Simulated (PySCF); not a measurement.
Sb(Cl)(SiH3)2 (ClH6SbSi2), SMILES [SiH3][Sb]([SiH3])[Cl].

Geometry: B3LYP-D3(BJ)/def2-SVP. The structure was generated by enumeration; whether it is a known compound was not checked. The def2 effective core potentials stand for the cores of Sb; spin–orbit coupling is left out.

Two levels are set side by side: TDA-PBE/def2-SVPD (PySCF) and TDA-B3LYP/def2-SVPD (PySCF). Vertical, same geometry. The lowest singlet is HOMO→LUMO 99 % with PBE and HOMO→LUMO 98 % with the other functional; states are paired by order. Differences are taken from unrounded values.

| quantity | TDA-PBE |
|---|---|
| lowest singlet excitation (eV) | 3.58 |
| lowest triplet excitation (TDA) (eV) | 2.99 |
| first bright state (f over 0.05) (eV) | 5.63 |
| its oscillator strength | 0.09 |

Q: These are the TDA-PBE values. What does TDA-B3LYP give? (An estimate is asked for; the answer gives what the named calculation found.)

A: 
| quantity | TDA-B3LYP | TDA-PBE minus TDA-B3LYP |
|---|---|---|
| lowest singlet excitation (eV) | 3.73 | -0.16 |
| lowest triplet excitation (TDA) (eV) | 3.11 | -0.12 |
| first bright state (f over 0.05) (eV) | 5.41 | 0.22 |
| its oscillator strength | 0.06 | 0.03 |

Functionals without exact exchange tend to place singlet excitations lower, as here. Differences between two approximate levels are no errors against the true value.

Rough cost on one machine, each run with all the roots and properties that it gave: TDA-B3LYP against TDA-PBE about 2 times.
